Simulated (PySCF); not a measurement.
Two species compared at the same levels of theory.

First species: C₆H₁₃FN₂Si.
SMILES: `C=CC[Si@@H]1NC[C@H](CF)N1`

Second species: C9H10.
SMILES with atom numbers: `[CH2:1]=[CH:2][CH2:3][c:4]1[cH:5][cH:6][cH:7][cH:8][cH:9]1` (hydrogens: H10, H11 on C1; H12 on C2; H13, H14 on C3; H15 on C5; H16 on C6; H17 on C7; H18 on C8; H19 on C9)

Levels: PBE0/pcSseg-1 for HOMO energy, LUMO energy and HOMO–LUMO gap. Geometries: GFN2-xTB. Each structure is a single optimised conformer of the isolated species, non-relativistic unless stated; the electronic structure was computed with PySCF and density fitting.

Dipoles, sizes and rotational constants follow the conformer. The torsions of the flexible species, by atom-mapped SMILES:
- `[CH2:1]=[CH:2][CH2:3][c:4]1[cH:5][cH:6][cH:7][cH:8][cH:9]1`: C1–C2–C3–C4 -117°, C2–C3–C4–C5 81°

The conformers of `C=CC[Si@@H]1NC[C@H](CF)N1` aren't listed.

Values for the first species:

| Quantity | Value |
| --- | --- |
| HOMO energy | -6.58 eV |
| LUMO energy | 0.15 eV |
| HOMO–LUMO gap | 6.73 eV |

**Question.** Estimate the same properties for the second species, and the change in each.

**Answer.** 
| property | first | second | second less first |
| --- | --- | --- | --- |
| HOMO energy | -6.58 eV | -7.01 eV | -0.43 eV |
| LUMO energy | 0.15 eV | -0.27 eV | -0.42 eV |
| HOMO–LUMO gap | 6.73 eV | 6.74 eV | +0.01 eV |

